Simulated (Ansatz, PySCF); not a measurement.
Molecule: SeBr2, net charge 1, doublet state. 
Structure (B3LYP-D3(BJ)/def2-TZVP (Ansatz, a quantum-chemistry and plane-wave program) minimum search):
```
Se
Br 1 2.2593
Br 1 2.2593 2 106.05
```
Charge +1, spin multiplicity 2.

Total electronic energies in hartree. Valence correlation only, unless marked. UHF or UKS for open shells. No spin-orbit coupling. The frozen core is the preceding noble-gas configuration, with the filled d and f shells of earlier blocks. No relativistic terms. Basis-set limits of correlation are two-point, X^-3; Hartree-Fock from the larger set. The bracket is a focal-point correction in the basis named.

```csv
level,program,energy (Eh)
HF/6-31G,Ansatz,-7543.22206
HF/aug-cc-pVQZ,Ansatz,-7544.52869
RI-HF/aug-cc-pVQZ,Ansatz,-7544.52859
PBE0/def2-SVP,Ansatz,…
PBE0-D3(BJ)/def2-TZVP,Ansatz + dftd3,-7548.68532
PBE0-D4/def2-TZVP,Ansatz + dftd4,-7548.68520
PBE0/def2-TZVPD,Ansatz,…
TPSSh-D4/def2-TZVPD,PySCF + dftd4,-7549.33019
RPA@PBE/cc-pVQZ,Ansatz,-7545.33002
MP2/aug-cc-pVDZ,Ansatz,-7544.62998
RI-MP2/aug-cc-pVTZ,Ansatz,-7544.97676
SCS-MP2/cc-pVTZ,Ansatz,-7544.95723
CCSD/STO-3G,Ansatz,-7462.72658
"RI-MP2/CBS(aug-cc-pVTZ,aug-cc-pVQZ)+[CCSD(T)-MP2]/aug-cc-pVTZ",Ansatz,-7545.1248
"RI-MP2/CBS(cc-pVTZ,cc-pVQZ)+[CCSD(T)-MP2]/cc-pVTZ",Ansatz,-7545.1227
```

Q: Some entries are withheld; supply them.

A: 
- PBE0/def2-SVP, energy (Eh): -7547.75360
- PBE0/def2-TZVPD, energy (Eh): -7548.68327
